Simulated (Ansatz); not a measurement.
The lowest singlet and triplet of C4H6 (SMILES C=CC=C); geometries from B3LYP-D3(BJ)/def2-TZVP, each state relaxed from the structure named, with no frequency check.
Singlet at the triplet's geometry (charge 0, multiplicity 1):
```json
[
 {"atom": "C", "x (Å)": "1.3575", "y (Å)": "1.1853", "z (Å)": "0.6519"},
 {"atom": "C", "x (Å)": "0.4721", "y (Å)": "0.0518", "z (Å)": "0.4810"},
 {"atom": "C", "x (Å)": "-0.4721", "y (Å)": "-0.0518", "z (Å)": "-0.4810"},
 {"atom": "C", "x (Å)": "-1.3575", "y (Å)": "-1.1853", "z (Å)": "-0.6519"},
 {"atom": "H", "x (Å)": "1.2983", "y (Å)": "2.0357", "z (Å)": "-0.0133"},
 {"atom": "H", "x (Å)": "2.0911", "y (Å)": "1.2037", "z (Å)": "1.4432"},
 {"atom": "H", "x (Å)": "0.5838", "y (Å)": "-0.7696", "z (Å)": "1.1833"},
 {"atom": "H", "x (Å)": "-0.5838", "y (Å)": "0.7696", "z (Å)": "-1.1833"},
 {"atom": "H", "x (Å)": "-2.0911", "y (Å)": "-1.2037", "z (Å)": "-1.4432"},
 {"atom": "H", "x (Å)": "-1.2983", "y (Å)": "-2.0357", "z (Å)": "0.0133"}
]
```

A positive gap puts the triplet lower; no zero-point energy. R- takes a restricted singlet. The triplet is unrestricted in single-reference levels. Active spaces average the two states.

Frozen-core correlation.

The values were computed with Ansatz (Gaussian orbitals). 

R-PBE/def2-TZVPP gives -45.66 kcal/mol for the gap E(singlet) − E(triplet), vertical, at the triplet's geometry.

Question: Where do these levels fall relative to PBE: R-r2SCAN/def2-TZVPP, R-B3LYP/def2-TZVPP, R-wB97M-V/def2-TZVPP, R-B2PLYP/def2-TZVPP, R-MP2/cc-pVTZ, R-CCSD(T)/cc-pVTZ, SC-NEVPT2 on SA-CASSCF(4,4)/cc-pVTZ, FIC-MRCISD+Q on SA-CASSCF(4,4)/cc-pVDZ.

Answer: R-r2SCAN/def2-TZVPP 7.41; R-B3LYP/def2-TZVPP 2.73; R-wB97M-V/def2-TZVPP 2.46; R-B2PLYP/def2-TZVPP 0.36; R-MP2/cc-pVTZ -8.01; R-CCSD(T)/cc-pVTZ -2.14; SC-NEVPT2 on SA-CASSCF(4,4)/cc-pVTZ -3.41; FIC-MRCISD+Q on SA-CASSCF(4,4)/cc-pVDZ -1.31 kcal/mol. 4 of 8 lie above PBE; the widest gap is to R-MP2/cc-pVTZ.

Doubts at one or more of the structures used: a restricted determinant that unrestricted orbitals would lower (R-B2PLYP/def2-TZVPP, R-MP2/cc-pVTZ, R-CCSD(T)/cc-pVTZ).

Ansatz is a program for electronic structure.
